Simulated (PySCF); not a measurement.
## Electron correlation in Xe⁺ (xenon, charge +1)

[Kr] 4d10 5s1 5p6, 2S determinant (an excited configuration). Computed with PySCF 2.14 in ANO-RCC-VTZP (7s6p4d2f1g, 68 functions), with scalar relativity by spin-free X2C-1e. Frozen: [Ar] 3d10; 25 electrons correlated.

MP2 pair energies summed by pair of shells (mhartree):

| pair | energy | share (%) |
| --- | --- | --- |
| 4d-4d | -319.85 | 37.7 |
| 5p-5p | -173.87 | 20.5 |
| 4d-5p | -162.56 | 19.1 |
| 4p-4d | -77.40 | 9.1 |
| 4p-4p | -28.21 | 3.3 |
| 4d-5s | -19.82 | 2.3 |
| 4s-4d | -19.69 | 2.3 |
| 5s-5p | -19.28 | 2.3 |
| 4p-5p | -11.52 | 1.4 |
| 4s-4p | -9.00 | 1.1 |
| 4p-5s | -3.83 | 0.5 |
| 4s-4s | -2.39 | 0.3 |
| 4s-5p | -1.72 | 0.2 |
| 4s-5s | -0.30 | 0.0 |

Total MP2 correlation energy: -849.43 mhartree.

Same-spin part -285.81 and opposite-spin part -563.62 mhartree; SCS-MP2 scales them by 1/3 and 6/5 to -771.62 mhartree.
